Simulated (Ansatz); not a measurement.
Coupled-cluster diagnostics for BCl2(OH) (BCl₂OH), Ansatz.

Geometry of the singlet (PBE0-D4/def2-TZVP):

```xyz
5

B     0.0588   -0.2877    0.1064
Cl    0.2095   -1.4561    1.3938
Cl    0.3498   -0.7785   -1.5604
O    -0.2787    0.9728    0.4138
H    -0.3395    1.5495   -0.3536
```

Correlated methods freeze 12 core orbitals. In CCSD on the charge 1 doublet the largest single amplitude is 0.34, so its Hartree–Fock determinant may place the open shell otherwise than the density functionals do.

Question: Estimate the CCSD(T) correlation energy, the shares of MP2 and (T), T1 and the reference's ⟨S²⟩ for: charge 0, singlet, own geometry in def2-TZVPP; charge 1, doublet, vertical in def2-TZVPP; and the rough time on 4 threads of Intel Xeon Platinum 8488C on a shared host.

Answer: 
```
                          state       basis  correlation (eV)  MP2 share (%)  (T) share (%)     T1  ⟨S²⟩ (pure)  wall time           remarks
charge 0, singlet, own geometry  def2-TZVPP           -21.105           91.7            4.0  0.011  0.00 (0.00)      7.5 s                 –
    charge 1, doublet, vertical  def2-TZVPP           -20.377           89.8            4.4  0.052  0.76 (0.75)       35 s  large T1 (0.052)
```
Customary marks for T1 are 0.02 (closed shells), 0.045 (open shells) and about 0.05 (3d metals). T1 exceeds 0.02 in 1 of 2 rows and 0.045 in 1; the higher it lies, the less the single-reference result can be trusted.
